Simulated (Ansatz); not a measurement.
Total energies of Ga₉N₉H₂₄, a nanocrystal cut from wurtzite GaN (hydrogen-capped) from Ansatz at PBE0-D4/def2-SVP, gas phase (1 Eh = 27.2114 eV = 2625.5 kJ/mol). The reference geometry is relaxed at PBE-D4/def2-SVP.

```xyz
42

Ga   -0.324    3.432    1.953
N     0.914    2.145    2.965
N    -0.781    2.256    0.393
Ga    0.804    1.901   -0.731
Ga    1.249    0.330    2.194
N     1.903    0.634    0.358
N     0.200    0.818   -2.268
Ga    1.704    0.461   -3.547
Ga    2.236   -1.118   -0.484
N     2.867   -0.725   -2.341
Ga   -1.844    0.691    0.958
N    -0.529   -0.476    1.909
N    -2.301   -0.325   -0.673
Ga   -0.805   -0.832   -1.859
Ga   -0.282   -2.268    1.123
N     0.425   -1.875   -0.676
Ga   -3.467   -1.902   -0.251
N    -2.122   -3.002    0.842
H     0.606    4.626    1.482
H    -1.591    3.616    2.887
H     1.821    2.614    3.100
H     0.544    2.030    3.920
H    -1.413    2.839   -0.180
H     1.633    3.187   -1.120
H     2.220   -0.499    3.124
H     2.829    1.080    0.458
H    -0.445    1.420   -2.806
H     2.549    1.782   -3.777
H     1.211   -0.487   -4.718
H     3.272   -2.039    0.272
H     3.805   -0.301   -2.284
H     3.024   -1.619   -2.828
H    -3.076    1.034    1.883
H    -0.922   -0.633    2.851
H    -2.913    0.293   -1.232
H    -1.228   -1.673   -3.125
H     0.589   -3.265    1.983
H     0.548   -2.790   -1.137
H    -4.599   -1.484    0.776
H    -3.734   -2.750   -1.563
H    -2.540   -3.195    1.764
H    -2.038   -3.932    0.405
```

| state | geometry | energy (Eh) |
| --- | --- | --- |
| charge 0 singlet | reference | -17826.14091 |
| charge 1 doublet | reference | -17825.82064 |
| charge -1 doublet | reference | -17826.11130 |
| free Ga atom (doublet) | – | -1924.30552 |
| free N atom (quartet) | – | -54.47898 |
| free H atom (doublet) | – | -0.50029 |

Single mean-field runs in def2-SVP are fitted with def2-universal-jkfit.

Task: Work out the vertical ionisation energy to the doublet.

Result: E(charge 1 doublet) − E(charge 0 singlet) = -17825.82064 − (-17826.14091) = 0.32027 Eh = 8.71 eV. For comparison, −ε of the highest occupied level is 7.43 eV at this level, 1.28 eV less.

Task: Work out the vertical electron affinity, to the doublet.

Result: E(charge 0 singlet) − E(charge -1 doublet) = -17826.14091 − (-17826.11130) = -0.02961 Eh = -0.81 eV; negative, so the extra electron isn't bound. The basis lacks diffuse functions, which makes affinities too small.

Task: Give the fundamental gap IE − EA, the Mulliken electronegativity (IE + EA)/2 and the hardness (IE − EA)/2.

Result: From the values in Eh: IE − EA = 0.32027 − (-0.02961) = 0.34988 Eh = 9.52 eV; (IE + EA)/2 = 3.95 eV; (IE − EA)/2 = 4.76 eV. The HOMO–LUMO gap of the same run is 7.28 eV, 2.24 eV smaller than the fundamental gap.

Task: What is the binding energy per atom against free atoms?

Result: Atoms: 9 × (-1924.30552) + 9 × (-54.47898) + 24 × (-0.50029) = -17821.06746 Eh. Binding: -17821.06746 − (-17826.14091) = 5.07345 Eh = 138.06 eV, or 3.29 eV for each of 42 atoms (no zero-point energy, no counterpoise term).

At PBE0-D4/def2-SVP the highest occupied level of the charge -1 doublet lies above zero (up to 1.90 eV). By energy differences it is unbound by 0.81 eV (vertical, against the charge 0 singlet, at PBE0-D4/def2-SVP) and held by the finite basis.
